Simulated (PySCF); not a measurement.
Coordinates in bohr (charge 0 multiplicity 2):
```
Ag    0.0000   -1.0459    0.0000
H     2.4249   -2.9063    0.0000
Cl   -0.0699    3.2813    0.0000
```

Method: UPBE0/[Ag def2-TZVP with ECP28, H def2-TZVP, Cl def2-TZVP], scalar-relativistic core potentials, density fitting, no spin–orbit coupling, PySCF.

This geometry of AgHCl is a stationary point at this level.

(1) What is the point group?

(2) Is it a minimum?

(3) Give the atomic charges and bond orders.

(4) Give the ideal-gas entropy at 298.15 K and 1 bar by parts.

## Answers

(1) Cs.

(2) Yes: all harmonic wavenumbers are real.

(3) 
| atom | Mulliken | Löwdin | polar tensor | spin (Mulliken) | Mayer order to Ag1 |
| --- | --- | --- | --- | --- | --- |
| Ag1 | 0.38 | 0.08 | 0.50 | 0.30 | – |
| H2 | 0.01 | 0.03 | -0.03 | 0.43 | 0.77 |
| Cl3 | -0.40 | -0.10 | -0.47 | 0.26 | 0.90 |

(4) translation 170.7, rotation 91.6, vibration 12.6, spin 5.8; total 280.7 J/(mol K).

Other isomers or separated fragments may lie lower. Open d and f shells are described by one determinant, and the ground state may have another occupation or spin.
